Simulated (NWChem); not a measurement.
Species: SnHOCl, singlet; SMILES [OH][Sn][Cl]

```xyz
4

Sn     0.3387     0.5088     0.0000
Cl    -0.3753    -1.7920     0.0000
O     -1.4930     1.2828     0.0000
H     -2.1969     0.6198     0.0000
```
Atoms are numbered in this order, from 1.

Level: PBE0/def2-SVP with def2 effective core potentials on Sn (NWChem), optimised geometry, unscaled harmonic frequencies. Low-valent species are run as closed-shell singlets; no triplet was tried in these runs. def2 effective core potentials on Sn; no spin-orbit coupling.

```
frequency (cm⁻¹)  IR intensity (km/mol)
----------------  ---------------------
147                                14.9
348                                60.2
466                               142.5
618                               103.1
736                                60.0
3859                               73.6
```

- zero-point energy = 8.8 kcal/mol
- thermal correction to the enthalpy at 298.15 K (with zero-point energy) = 12.1 kcal/mol
- heat capacity Cv = 12.5 cal/(mol K)
- entropy at 298.15 K and 1 atm (symmetry number 1) = 72.7 cal/(mol K)

Rigid rotor and harmonic oscillator.
